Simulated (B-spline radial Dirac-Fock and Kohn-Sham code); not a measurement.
# Photoemission from Ir³⁺ at 4520 eV, detector at θ = 54.7°, φ = 180°

System: the Ir³⁺ ion, configuration [Xe] 4f14 5d6. Calculated with a radial B-spline solver, using Dirac-Hartree-Slater photoionisation with a Latter tail; cross sections with all multipoles, angular parameters from the dipole term and its interference with E2. Thresholds are orbital energies of the model. For linearly polarised light dσ/dΩ = σ/(4π) [1 + β P₂(cos θ) + (δ + γ cos²θ) sin θ cos φ], with θ from the polarisation vector and φ the angle between the beam and the projection of the electron momentum on the plane normal to the polarisation. The dipole factor is 1 + βP₂ and the non-dipole term is the rest of the bracket. Open shells are filled statistically over j.

```
subshell  threshold (eV)  σ (kb)     β      γ       δ  dipole factor  non-dipole term  dσ/dΩ (kb/sr)
      3s          3185.9    15.0  1.91   0.66  -0.001          1.002           -0.179          0.984
   3p1/2          2940.5    22.1  1.50   0.12   0.012          1.001           -0.042           1.69
   3p3/2          2578.6    46.2  1.57  -0.03   0.011          1.001            0.000           3.68
   3d3/2          2162.8    49.5  1.24   0.21   0.077          1.001           -0.119           3.47
   3d5/2          2084.1    67.5  1.22   0.28   0.075          1.001           -0.137           4.64
      4s           715.2    4.57  1.93   0.06  -0.002          1.002           -0.015          0.359
   4p1/2           610.2    5.67  1.69   0.00  -0.005          1.001           +0.004          0.454
   4p3/2           524.1    10.9  1.74   0.00   0.008          1.002           -0.005          0.867
   4d3/2           350.1    8.43  1.38   0.51   0.066          1.001           -0.193          0.543
   4d5/2           333.9    11.4  1.30   0.55   0.068          1.001           -0.206          0.725
   4f5/2           110.6    1.69  0.93   0.99   0.224          1.001           -0.454         0.0738
   4f7/2           107.3    2.10  0.90   1.00   0.228          1.001           -0.459         0.0907
      5s           138.0   0.937  1.93   0.00  -0.002          1.002           +0.002         0.0748
   5p1/2           104.2   0.989  1.70   0.02  -0.006          1.001           -0.001         0.0788
   5p3/2           89.66    1.82  1.76   0.02   0.008          1.002           -0.013          0.143
   5d3/2           43.42   0.502  1.39   0.55   0.064          1.001           -0.202         0.0320
   5d5/2           41.80   0.668  1.30   0.59   0.067          1.001           -0.214         0.0419
```
